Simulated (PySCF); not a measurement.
C$_{5}$H$_{9}$O$_{2}$ (SMILES [CH2]C(C)OC(C)=O), doublet (typed; the unrestricted solution is spin-contaminated), at a GFN2-xTB geometry, with bond 8-1 at 1.6 times its length; DF-HF/6-31G* (PySCF).

PySCF was given this input:
```python
from pyscf import gto, scf

mol = gto.M(
    atom='''
C    -1.932261   -0.878778   -1.083091
C    -1.166158   -0.145119   -0.070819
C    -1.756329    1.225645    0.265265
O     0.190738    0.013076   -0.546600
C     1.176831   -0.116732    0.339642
C     2.519782    0.059011   -0.321145
O     1.009767   -0.361915    1.506182
H    -1.158580   -2.074603   -2.036379
H    -2.960935   -0.642488   -1.260838
H    -1.085496   -0.723274    0.873416
H    -1.769976    1.850926   -0.624065
H    -2.770125    1.104729    0.635054
H    -1.156159    1.710253    1.031546
H     2.905722   -0.924502   -0.582955
H     2.419937    0.652109   -1.224517
H     3.210519    0.524972    0.375494
''',
    basis='6-31g*',
    charge=0,
    spin=1,
    verbose=4,
)

mf = scf.UHF(mol)
mf.level_shift = 0.5
mf.max_cycle = 100
mf = mf.density_fit(auxbasis='def2-universal-jkfit')
mf.kernel()
mf.analyze()
```

Question: What does PySCF print? Leave out banner, timings and long lists.

Answer: 
```
PySCF version 2.14.0

[INPUT] verbose = 4
[INPUT] num. atoms = 16
[INPUT] num. electrons = 55
[INPUT] charge = 0
[INPUT] spin (= nelec alpha-beta = 2S) = 1
[INPUT] symmetry False subgroup None
[INPUT] Mole.unit = angstrom
[INPUT] Symbol           X                Y                Z      unit          X                Y                Z       unit  Magmom
[...]
nuclear repulsion = 308.943476984541
number of shells = 60
number of NR pGTOs = 225
number of NR cGTOs = 116
basis = 6-31g*
ecp = {}

******** <class 'pyscf.df.df_jk.DFUHF'> ********
method = DFUHF
initial guess = minao
damping factor = 0
level_shift factor = 0.5
DIIS = <class 'pyscf.scf.diis.CDIIS'>
diis_start_cycle = 1
diis_space = 8
diis_damp = 0
SCF conv_tol = 1e-09
SCF conv_tol_grad = None
SCF max_cycles = 100
direct_scf = False
number electrons alpha = 28  beta = 27
Set gradient conv threshold to 3.16228e-05
******** <class 'pyscf.df.df.DF'> ********
auxbasis = def2-universal-jkfit
init E= -345.255531892407

cycle= 1 E= -343.849229214396  delta_E= 1.41  |g|= 0.774  |ddm|= 2.47
cycle= 2 E= -344.12623381148  delta_E= -0.277  |g|= 0.24  |ddm|= 0.622
cycle= 3 E= -344.154696492265  delta_E= -0.0285  |g|= 0.0842  |ddm|= 0.201
cycle= 4 E= -344.161846502996  delta_E= -0.00715  |g|= 0.0422  |ddm|= 0.115
cycle= 5 E= -344.164298712473  delta_E= -0.00245  |g|= 0.0258  |ddm|= 0.0671
cycle= 6 E= -344.165736794523  delta_E= -0.00144  |g|= 0.0195  |ddm|= 0.0505
cycle= 7 E= -344.166677344078  delta_E= -0.000941  |g|= 0.0175  |ddm|= 0.0346
cycle= 8 E= -344.167494862544  delta_E= -0.000818  |g|= 0.0172  |ddm|= 0.0284
cycle= 9 E= -344.167995785756  delta_E= -0.000501  |g|= 0.0172  |ddm|= 0.0178
cycle= 10 E= -344.168119887909  delta_E= -0.000124  |g|= 0.0174  |ddm|= 0.00557
cycle= 11 E= -344.16828925322  delta_E= -0.000169  |g|= 0.0174  |ddm|= 0.00583
cycle= 12 E= -344.16838832244  delta_E= -9.91e-05  |g|= 0.0174  |ddm|= 0.00358
cycle= 13 E= -344.167818973693  delta_E= 0.000569  |g|= 0.0178  |ddm|= 0.0175
cycle= 14 E= -344.166604046927  delta_E= 0.00121  |g|= 0.0182  |ddm|= 0.0386
cycle= 15 E= -344.160831990778  delta_E= 0.00577  |g|= 0.0247  |ddm|=  0.2
cycle= 16 E= -344.161178129257  delta_E= -0.000346  |g|= 0.0145  |ddm|= 0.0259
cycle= 17 E= -344.158395918737  delta_E= 0.00278  |g|= 0.0187  |ddm|= 0.127
cycle= 18 E= -344.157187133598  delta_E= 0.00121  |g|= 0.0179  |ddm|= 0.066
cycle= 19 E= -344.155123865266  delta_E= 0.00206  |g|= 0.023  |ddm|= 0.085
cycle= 20 E= -344.158952408383  delta_E= -0.00383  |g|= 0.0136  |ddm|= 0.157
cycle= 21 E= -344.159812816716  delta_E= -0.00086  |g|= 0.012  |ddm|= 0.0472
cycle= 22 E= -344.159925236591  delta_E= -0.000112  |g|= 0.0123  |ddm|= 0.0115
cycle= 23 E= -344.161077328549  delta_E= -0.00115  |g|= 0.0128  |ddm|= 0.0542
cycle= 24 E= -344.160959609327  delta_E= 0.000118  |g|= 0.0127  |ddm|= 0.00748
cycle= 25 E= -344.161253210483  delta_E= -0.000294  |g|= 0.013  |ddm|= 0.0136
cycle= 26 E= -344.161523002531  delta_E= -0.00027  |g|= 0.0133  |ddm|= 0.0125
cycle= 27 E= -344.159304485324  delta_E= 0.00222  |g|= 0.0159  |ddm|= 0.0983
cycle= 28 E= -344.154552756005  delta_E= 0.00475  |g|= 0.0286  |ddm|= 0.196
cycle= 29 E= -344.157461432456  delta_E= -0.00291  |g|= 0.0129  |ddm|= 0.0966
cycle= 30 E= -344.158004127293  delta_E= -0.000543  |g|= 0.0123  |ddm|= 0.0274
cycle= 31 E= -344.157366212706  delta_E= 0.000638  |g|= 0.014  |ddm|= 0.0281
cycle= 32 E= -344.158438587111  delta_E= -0.00107  |g|= 0.0119  |ddm|= 0.0494
cycle= 33 E= -344.15815616302  delta_E= 0.000282  |g|= 0.0126  |ddm|= 0.013
cycle= 34 E= -344.158583213309  delta_E= -0.000427  |g|= 0.012  |ddm|= 0.0207
cycle= 35 E= -344.163617262537  delta_E= -0.00503  |g|= 0.0224  |ddm|= 0.231
cycle= 36 E= -344.160493891919  delta_E= 0.00312  |g|= 0.0158  |ddm|= 0.13
cycle= 37 E= -344.158549208259  delta_E= 0.00194  |g|= 0.0169  |ddm|= 0.0941
cycle= 38 E= -344.158636064311  delta_E= -8.69e-05  |g|= 0.0131  |ddm|= 0.0125
cycle= 39 E= -344.15673929853  delta_E= 0.0019  |g|= 0.0181  |ddm|= 0.0859
cycle= 40 E= -344.155870136508  delta_E= 0.000869  |g|= 0.0182  |ddm|= 0.0421
cycle= 41 E= -344.157135394204  delta_E= -0.00127  |g|= 0.0133  |ddm|= 0.0485
cycle= 42 E= -344.157846394983  delta_E= -0.000711  |g|= 0.0123  |ddm|= 0.0341
cycle= 43 E= -344.159782851207  delta_E= -0.00194  |g|= 0.0129  |ddm|= 0.0974
cycle= 44 E= -344.161990895362  delta_E= -0.00221  |g|= 0.0154  |ddm|= 0.105
cycle= 45 E= -344.16126657009  delta_E= 0.000724  |g|= 0.0134  |ddm|= 0.032
cycle= 46 E= -344.159914869486  delta_E= 0.00135  |g|= 0.0143  |ddm|= 0.0602
cycle= 47 E= -344.159005508996  delta_E= 0.000909  |g|= 0.0141  |ddm|= 0.0467
cycle= 48 E= -344.153895378588  delta_E= 0.00511  |g|= 0.0301  |ddm|=  0.2
cycle= 49 E= -344.154684351541  delta_E= -0.000789  |g|= 0.0198  |ddm|= 0.0263
cycle= 50 E= -344.157160692423  delta_E= -0.00248  |g|= 0.0134  |ddm|= 0.094
cycle= 51 E= -344.15652862697  delta_E= 0.000632  |g|= 0.0148  |ddm|= 0.0264
cycle= 52 E= -344.15767484103  delta_E= -0.00115  |g|= 0.0124  |ddm|= 0.0505
cycle= 53 E= -344.159066931828  delta_E= -0.00139  |g|= 0.0121  |ddm|= 0.0702
cycle= 54 E= -344.159395625789  delta_E= -0.000329  |g|= 0.0116  |ddm|= 0.0205
cycle= 55 E= -344.161278568882  delta_E= -0.00188  |g|= 0.0138  |ddm|= 0.0908
cycle= 56 E= -344.161383663668  delta_E= -0.000105  |g|= 0.013  |ddm|= 0.0133
cycle= 57 E= -344.160697131604  delta_E= 0.000687  |g|= 0.0136  |ddm|= 0.0289
cycle= 58 E= -344.160981739784  delta_E= -0.000285  |g|= 0.0133  |ddm|= 0.0123
cycle= 59 E= -344.161192193801  delta_E= -0.00021  |g|= 0.0134  |ddm|= 0.0098
cycle= 60 E= -344.161283095256  delta_E= -9.09e-05  |g|= 0.0136  |ddm|= 0.00468
cycle= 61 E= -344.152746062394  delta_E= 0.00854  |g|= 0.0391  |ddm|= 0.322
cycle= 62 E= -344.151928923968  delta_E= 0.000817  |g|= 0.0297  |ddm|= 0.0634
cycle= 63 E= -344.160374147552  delta_E= -0.00845  |g|= 0.0244  |ddm|= 0.335
cycle= 64 E= -344.163754297242  delta_E= -0.00338  |g|= 0.0204  |ddm|= 0.143
[...]
SCF not converged.
Total Energy =                        -344.156159189246182
[...]
 ** Mulliken Spin Density (per AO)  **
spin_pop of  0 C 1s       -0.00000
spin_pop of  0 C 2s       -0.01029
spin_pop of  0 C 3s       -0.00159
spin_pop of  0 C 2px       0.02416
spin_pop of  0 C 2py       0.28183
spin_pop of  0 C 2pz       0.35559
spin_pop of  0 C 3px      -0.00010
spin_pop of  0 C 3py       0.00243
spin_pop of  0 C 3pz       0.00266
spin_pop of  0 C 3dxy     -0.00002
spin_pop of  0 C 3dyz     -0.00104
spin_pop of  0 C 3dz^2     0.00015
spin_pop of  0 C 3dxz      0.00002
spin_pop of  0 C 3dx2-y2   -0.00000
spin_pop of  1 C 1s        0.00000
spin_pop of  1 C 2s       -0.01184
spin_pop of  1 C 3s       -0.00015
spin_pop of  1 C 2px      -0.01159
spin_pop of  1 C 2py      -0.02232
spin_pop of  1 C 2pz      -0.03029
spin_pop of  1 C 3px      -0.00003
spin_pop of  1 C 3py       0.00020
spin_pop of  1 C 3pz      -0.00023
spin_pop of  1 C 3dxy      0.00011
spin_pop of  1 C 3dyz      0.00008
spin_pop of  1 C 3dz^2     0.00110
spin_pop of  1 C 3dxz     -0.00014
spin_pop of  1 C 3dx2-y2   -0.00012
spin_pop of  2 C 1s        0.00000
spin_pop of  2 C 2s        0.00087
spin_pop of  2 C 3s       -0.00001
spin_pop of  2 C 2px       0.00369
spin_pop of  2 C 2py      -0.00270
spin_pop of  2 C 2pz       0.00309
spin_pop of  2 C 3px       0.00002
spin_pop of  2 C 3py      -0.00004
spin_pop of  2 C 3pz       0.00001
spin_pop of  2 C 3dxy     -0.00009
spin_pop of  2 C 3dyz     -0.00001
spin_pop of  2 C 3dz^2     0.00001
spin_pop of  2 C 3dxz     -0.00001
spin_pop of  2 C 3dx2-y2    0.00003
spin_pop of  3 O 1s       -0.00000
spin_pop of  3 O 2s        0.00254
spin_pop of  3 O 3s        0.00005
spin_pop of  3 O 2px       0.00948
spin_pop of  3 O 2py       0.00002
spin_pop of  3 O 2pz       0.00013
spin_pop of  3 O 3px       0.00005
spin_pop of  3 O 3py      -0.00005
spin_pop of  3 O 3pz      -0.00002
spin_pop of  3 O 3dxy      0.00001
spin_pop of  3 O 3dyz      0.00001
spin_pop of  3 O 3dz^2     0.00002
spin_pop of  3 O 3dxz      0.00008
spin_pop of  3 O 3dx2-y2    0.00000
spin_pop of  4 C 1s        0.00000
spin_pop of  4 C 2s       -0.00087
spin_pop of  4 C 3s        0.00001
spin_pop of  4 C 2px      -0.00005
spin_pop of  4 C 2py      -0.00326
spin_pop of  4 C 2pz      -0.00059
spin_pop of  4 C 3px       0.00001
spin_pop of  4 C 3py      -0.00000
spin_pop of  4 C 3pz       0.00001
spin_pop of  4 C 3dxy      0.00001
spin_pop of  4 C 3dyz     -0.00003
spin_pop of  4 C 3dz^2     0.00000
spin_pop of  4 C 3dxz      0.00001
spin_pop of  4 C 3dx2-y2    0.00001
spin_pop of  5 C 1s       -0.00000
spin_pop of  5 C 2s        0.00040
spin_pop of  5 C 3s        0.00000
spin_pop of  5 C 2px       0.00104
spin_pop of  5 C 2py       0.00018
spin_pop of  5 C 2pz       0.00029
spin_pop of  5 C 3px       0.00001
spin_pop of  5 C 3py      -0.00000
spin_pop of  5 C 3pz       0.00000
spin_pop of  5 C 3dxy      0.00000
spin_pop of  5 C 3dyz     -0.00000
spin_pop of  5 C 3dz^2    -0.00000
spin_pop of  5 C 3dxz      0.00000
spin_pop of  5 C 3dx2-y2   -0.00000
spin_pop of  6 O 1s       -0.00000
spin_pop of  6 O 2s        0.00059
spin_pop of  6 O 3s       -0.00003
spin_pop of  6 O 2px       0.00304
spin_pop of  6 O 2py       0.00406
spin_pop of  6 O 2pz       0.00048
spin_pop of  6 O 3px      -0.00008
spin_pop of  6 O 3py      -0.00004
spin_pop of  6 O 3pz       0.00001
spin_pop of  6 O 3dxy      0.00000
spin_pop of  6 O 3dyz     -0.00001
spin_pop of  6 O 3dz^2     0.00001
spin_pop of  6 O 3dxz     -0.00001
spin_pop of  6 O 3dx2-y2    0.00000
spin_pop of  7 H 1s        0.40898
spin_pop of  7 H 2s        0.00172
spin_pop of  8 H 1s       -0.05264
spin_pop of  8 H 2s        0.00000
spin_pop of  9 H 1s        0.04642
spin_pop of  9 H 2s        0.00031
spin_pop of  10 H 1s        0.00002
spin_pop of  10 H 2s        0.00019
spin_pop of  11 H 1s        0.00010
spin_pop of  11 H 2s       -0.00006
spin_pop of  12 H 1s       -0.00558
spin_pop of  12 H 2s       -0.00004
spin_pop of  13 H 1s       -0.00011
spin_pop of  13 H 2s       -0.00000
spin_pop of  14 H 1s       -0.00021
spin_pop of  14 H 2s        0.00001
spin_pop of  15 H 1s       -0.00007
spin_pop of  15 H 2s       -0.00000
 ** Mulliken Spin Density (per atom)  **
spin density of  0 C =      0.65379
spin density of  1 C =     -0.07522
spin density of  2 C =      0.00485
spin density of  3 O =      0.01232
spin density of  4 C =     -0.00473
spin density of  5 C =      0.00192
spin density of  6 O =      0.00802
spin density of  7 H =      0.41071
spin density of  8 H =     -0.05264
spin density of  9 H =      0.04673
spin density of  10 H =      0.00021
spin density of  11 H =      0.00005
spin density of  12 H =     -0.00561
spin density of  13 H =     -0.00011
spin density of  14 H =     -0.00020
spin density of  15 H =     -0.00007
 ** Mulliken pop alpha/beta on meta-lowdin orthogonal AOs **
 ** Mulliken pop       alpha | beta **
In total            28.00000 | 27.00000
 ** Mulliken atomic charges   ( Nelec_alpha | Nelec_beta ) **
charge of  0C =     -0.14765  (     3.40072      2.74693 )
charge of  1C =      0.17394  (     2.87542      2.95064 )
charge of  2C =     -0.26558  (     3.13521      3.13036 )
charge of  3O =     -0.42975  (     4.22104      4.20871 )
charge of  4C =      0.61541  (     2.68993      2.69466 )
charge of  5C =     -0.30197  (     3.15195      3.15003 )
charge of  6O =     -0.53581  (     4.27192      4.26390 )
charge of  7H =      0.00388  (     0.70341      0.29270 )
charge of  8H =      0.12345  (     0.41195      0.46459 )
charge of  9H =      0.11646  (     0.46513      0.41840 )
charge of  10H =      0.09510  (     0.45255      0.45234 )
charge of  11H =      0.09449  (     0.45278      0.45273 )
charge of  12H =      0.10593  (     0.44423      0.44984 )
charge of  13H =      0.12055  (     0.43967      0.43978 )
charge of  14H =      0.11407  (     0.44286      0.44307 )
charge of  15H =      0.11746  (     0.44124      0.44131 )
Dipole moment(X, Y, Z, Debye): -0.59521,  0.92005, -1.52271
```

The run did not converge; its last values are not results.
